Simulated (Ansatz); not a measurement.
```xyz
8

Li   -0.8597   -0.8957   -0.8851
F    -0.9644   -0.9045    0.9321
F    -0.9933    0.9720   -0.9514
Li   -0.8254    0.8315    0.8239
F     0.9397   -0.9953   -0.9654
Li    0.8569   -0.9044    0.8447
Li    0.8854    0.8924   -0.8397
F     0.9017    0.9352    0.9404
```

Basis set: cc-pVDZ (spherical functions). Frozen core: 4 orbitals. Charge 0, multiplicity 1.

Computed with Ansatz (development build ahead of 0.2.0); each method stands on the lowest determinant of its kind that the runs found. Restricted open shells among the atoms or ions are ROHF, correlated in semicanonical orbitals with singles.

The atomization energy at this shape (free ground-state atoms in the same class of orbitals less the molecule, no zero-point energy) of singlet Li₄F₄:

```tsv
method	atomization energy
RHF	24.05 eV
```

Q: What does RHF-MP2 give?

A: 31.09 eV.
